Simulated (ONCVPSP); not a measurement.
## Hardness and transferability of assorted potentials

Generated with ld1.x 7.5 (TM, RRKJ, ultrasoft, PAW), atompaw 4.2 or ONCVPSP 4.0.1. The cutoff is in Ry: for ld1.x and atompaw files where the sum of valence levels is converged to 10 mRy in a Bessel basis, for ONCV files where the hardest occupied wave has 1 mHa per electron of residual kinetic energy. The error is the largest all-electron minus pseudo excitation energy over each file’s own four to seven test configurations (ionisations up to +4, promotions, holes and added fractions of an electron), all of which were solved. The labels leave out finer settings (local radius, basis sizes, second energies), which also bear on the numbers. Spin-polarised tests are not counted. The rows are a selection from randomly drawn settings: files with unsolved tests, undetermined cutoffs or missed reference levels are left out.

A true bound ghost makes a file unfit for plane-wave use even where its test errors are small: the radial tests pick states by their node count and pass the ghost by.

| element | potential | cutoff (Ry) | largest error (meV) | bound ghosts |
| --- | --- | --- | --- | --- |
| Cl | ONCV, BLYP, scalar-relativistic, rc 1.20/1.05 (sp), local smoothed, core correction no, reference 3s2 3p4.75, qcut 4.3/6.7, projectors 3/2 | 210 | +57 | s, p |
| Cl | ONCV, LDA (Perdew-Wang 92), scalar-relativistic, rc 1.05/1.55/1.55 (spd), local smoothed, core correction yes, reference 3s2 3p5, qcut 5.2/4.6/5.2, projectors 3/2/2 | 100 | +36 | s |
| Sc | ONCV, revPBE, fully relativistic, rc 1.60/1.40/2.10/2.20 (spdf), local smoothed, core correction yes, reference 3s2 3p6 3d1 4s1, qcut 6.1/11.4/6.7/5.6, projectors 2/2/2/2 | 52 | +161 | none |
| Br | ONCV, LDA (Perdew-Zunger), scalar-relativistic, rc 1.35/1.30 (sp), local smoothed, core correction yes, reference 4s1.75 4p5.25, qcut 5/6, projectors 2/1 | 27 | +18 | none |
| Os | ONCV, PBE, scalar-relativistic, rc 1.90/1.90/1.70 (spd), local smoothed, core correction yes, reference 5s2 5p6 5d6 6s0.5, qcut 6/8.3/5.9, projectors 2/1/1 | 33 | -13 | none |

(1) Fill in the row for I: ONCV, PBEsol, scalar-relativistic, rc 1.15/1.30/1.10 (spd), local smoothed, core correction yes, reference 4s2 4p6 4d10 5s2 5p3.5, qcut 11.8/8.6/16.4, projectors 2/2/2.

(2) Fill in the row for Hg: ONCV, PBE, scalar-relativistic, rc 1.40/1.10/1.50 (spd), local smoothed, core correction yes, reference 5s2 5p6 5d10 6s1, qcut 9.7/8.4/5.8, projectors 2/2/2.

(3) Fill in the row for Re: ONCV, PBE, scalar-relativistic, rc 2.75/2.35/1.70 (spd), local smoothed, core correction yes, reference 5d5 6s2, qcut 2/4/5.6, projectors 1/2/2.

## Answers

(1) cutoff 126 Ry, largest error +4.3 meV, bound ghosts: none.

(2) cutoff 170 Ry, largest error -15 meV, bound ghosts: none.

(3) cutoff 29 Ry, largest error -955 meV, bound ghosts: s, p.
